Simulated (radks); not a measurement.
The numbers below are computed, except where a source is named.
Question: Radial electron density D(r) = 4 pi r^2 rho(r) of an atom or ion with 12 electrons. Level of theory: scalar-relativistic Kohn-Sham, PBEsol, spin-polarised, spherical densities, point nucleus (a radial shooting solver on a logarithmic mesh with Libxc functionals).

r (bohr)  D(r) (e/bohr)
0.007306         0.9908
0.009287          1.511
0.01181           2.270
0.01489           3.304
0.01893           4.758
0.02406           6.648
0.03035           8.856
0.03858           11.37
0.04904           13.73
0.06234           15.40
0.07862           15.80
0.09995           14.69
0.1271            12.44
0.1602            10.34
0.2037            9.671
0.259             11.05
0.3292            13.34
0.4151            14.29
0.5278            12.52
0.6709            8.533
0.8461            4.602
1.076             2.181
1.367             1.458
1.738             1.319
2.192            0.9661
2.787            0.4447
3.543            0.1182
4.468           0.01773
5.68           0.001122

What is the nuclear charge?

Answer: Z = 14. The innermost maximum, from 1s, lies near gamma/Z bohr with gamma = sqrt(1 - (Z/c)^2) = 0.995, here 0.0711 bohr (found: 0.0749), and its height grows with Z. The density is that of the silicon ion Si2+ in [Ne] 3s2; the configuration itself is not fixed sharply by these data, and Z only to about a unit. D(r) has 2 maxima, at r = 0.0749, 0.405 bohr, and minima at 0.196 bohr, inside which lie 2.20 electrons.
